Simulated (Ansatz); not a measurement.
Consider the ligand exchange at the Si–Br bond: `CC[SiH2]Br` + H₂Te → `CC[SiH2][TeH]` + HBr.

Program: Ansatz. Geometries: PBE0-D4/def2-TZVP. ΔE: electronic, gas phase. CCSD(T)/CBS adds triple-zeta CCSD(T) − MP2 to the extrapolated MP2 energy (def2 sets, frozen cores). Functionals use def2-TZVPP. B3LYP here is the variant with VWN-RPA as its local correlation; programs differ in this. def2 core potentials past Kr. For Br, Te outer-core shells are correlated without core-valence functions, which leaves a few kJ/mol of doubt a bond. Scalar relativity is left out up to krypton. Each species was taken in one conformer, which may not be the lowest.

`CC[SiH2]Br`:

Cartesian coordinates in Å:
```
C -0.215 1.415 0.354
C 0.412 0.037 0.556
Si -0.150 -1.190 -0.732
Br 0.804 -3.172 -0.371
H 0.126 2.119 1.117
H -1.306 1.373 0.413
H 0.045 1.837 -0.620
H 1.505 0.095 0.516
H 0.162 -0.366 1.543
H -1.620 -1.392 -0.679
H 0.237 -0.756 -2.097
```

H₂Te:

Z-matrix (Å, degrees):
```
Te
H 1 1.656
H 1 1.656 2 90.4
```

`CC[SiH2][TeH]`:

Cartesian coordinates in Å:
```
C 0.765 -1.325 0.495
C 0.890 0.131 0.064
Si -0.696 1.119 0.215
Te -2.561 0.180 -1.162
H 0.020 -1.851 -0.107
H 1.715 -1.855 0.389
H 0.457 -1.406 1.540
H 1.644 0.652 0.667
H 1.232 0.200 -0.974
H -1.227 1.061 1.605
H -0.465 2.538 -0.161
H -1.773 0.556 -2.571
```

HBr:

Z-matrix (Å, degrees):
```
Br
H 1 1.420
```

Task: Is it downhill or uphill in electronic energy at CCSD(T)/CBS, and by how much? (Best estimate.)

Result: Computed: Uphill: ΔE = +7.8 kcal/mol.

Task: What do these levels give: PBE-D4, B3LYP-D4, ωB97X-V, PBE, B3LYP, MP2/def2-QZVPP? (Estimate.)

Result: Ansatz gave: PBE-D4 6.6, B3LYP-D4 8.1, ωB97X-V 9.0, PBE 7.6, B3LYP 9.6, MP2/def2-QZVPP 7.3 kcal/mol.

Largest T1 diagnostic among the species: 0.010.

In def2-TZVPP, CCSD(T) changes the Hartree–Fock value by −3.7 kcal/mol (the triples alone add −0.6 kcal/mol) and MP2 by −4.4 kcal/mol. The D4 term adds −1.5 kcal/mol with B3LYP and −0.9 kcal/mol with PBE0; it sums over pairs of atoms, weighted by their polarisabilities, and B3LYP, whose exchange is more repulsive, gets the larger term.
